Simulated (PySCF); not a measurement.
# Vertical excitation energies

C5H10O2Si.
Z-matrix (Å and degrees, GFN2-xTB geometry), rows numbered from 1:
```
C 
C   1  1.5219
C   2  1.5030  1  112.45
O   3  1.2006  2  124.67  1  -159.13
C   2  1.5450  1  111.41  3   117.00
O   5  1.2048  2  121.03  1   -19.43
C   5  1.4773  2  114.21  1   159.68
Si  7  1.9191  5  109.43  2   -89.35
H   1  1.0873  2  110.04  3   -62.96
H   1  1.0871  2  109.99  3   178.13
H   1  1.0874  2  110.66  3    57.81
H   2  1.0934  1  111.95  3  -122.81
H   3  1.1051  2  113.81  1    23.13
H   7  1.0894  5  109.38  2   152.66
H   7  1.0886  5  110.79  2    31.87
H   8  1.4655  7  108.65  5    64.52
H   8  1.4612  7  106.87  5  -176.47
H   8  1.4596  7  109.24  5   -55.72
```

Computed, not measured: TDDFT CAM-B3LYP/def2-SVPD, vertical, gas phase, core orbitals frozen in the response in PySCF.

```tsv
state	E (eV)	E (kJ/mol)	λ (nm)	f	main configurations (H = HOMO, L = LUMO)
S1	4.12	397	301.2	0.0032	H→L (52%), H-1→L (31%), H-1→L+1 (13%)
S2	4.43	428	279.6	0.0024	H-1→L (43%), H→L (25%), H→L+1 (22%)
S3	6.26	604	198.1	0.021	H→L+1 (62%), H-1→L (18%), H→L (10%)
S4	6.99	674	177.4	0.059	H-1→L+1 (65%)
S5	7.27	701	170.5	0.064	H→L+2 (67%), H→L+3 (9%)
S6	7.30	705	169.8	0.090	H-2→L (81%)
S7	7.82	755	158.5	0.011	H-1→L+2 (29%), H→L+5 (19%), H-1→L+5 (14%)
S8	7.87	759	157.5	0.010	H→L+3 (28%), H→L+4 (21%), H→L+2 (12%)
```

Triplets (Tamm–Dancoff): T1 3.52 eV, H→L (52%), H-1→L (30%), H-1→L+1 (12%); T2 3.91 eV, H-1→L (42%), H→L (25%), H→L+1 (23%); T3 5.67 eV, H→L+1 (27%), H-2→L (18%), H-9→L (10%).

The lowest singlet comes at 301 nm (397 kJ/mol) in the ultraviolet; it is very weak; its leading configuration is HOMO→LUMO (52%). The strongest level in the table is S6 at 7.30 eV (170 nm, f = 0.090). Löwdin shares by element: HOMO oxygen 57%, carbon 23% or more (atoms not listed hold the other 20%); LUMO carbon 39% or more, oxygen 37% (atoms not listed hold the other 25%). Orbital energies (eV): HOMO-3 -11.42, HOMO-2 -10.76, HOMO-1 -9.50, HOMO -8.96, LUMO -0.49, LUMO+1 0.73, LUMO+2 1.01. Weighted by f, the mean energy of these states is 7.12 eV. Of the 8 states listed, 6 reach f = 0.01 and none stays under 0.0005. The window holds the lowest 8 singlets.

One conformer stands for the species.
